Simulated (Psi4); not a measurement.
Psi4 was given this input:
```
memory 2 GB

molecule {
0 2
C     0.00000000   -0.00000000    0.00000000
H    -0.02827582    1.06704109   -0.00728260
H     0.93823542   -0.50900640    0.00748446
H    -0.90995960   -0.55803469   -0.00020186
}

set {
  basis sto-3g
  reference uks
  scf_type pk
  puream true
  d_convergence 1e-8
  dft_radial_points 99
  dft_spherical_points 590
}

energy('b3lyp5')
print_variables()
```

**Question.** Give the dipole moment at the level B3LYP5/STO-3G (Psi4 1.11).

**Answer.** 0.00 D

**Question.** Estimate the total energy that B3LYP5/STO-3G returns for this input.

**Answer.** -39.310485 Ha

**Question.** Give the number of basis functions at the level B3LYP5/STO-3G.

**Answer.** 8

**Question.** Give the <S^2> at the level B3LYP5/STO-3G.

**Answer.** 0.754

These values belong to the state on which the SCF converged, which isn't shown to be the lowest.
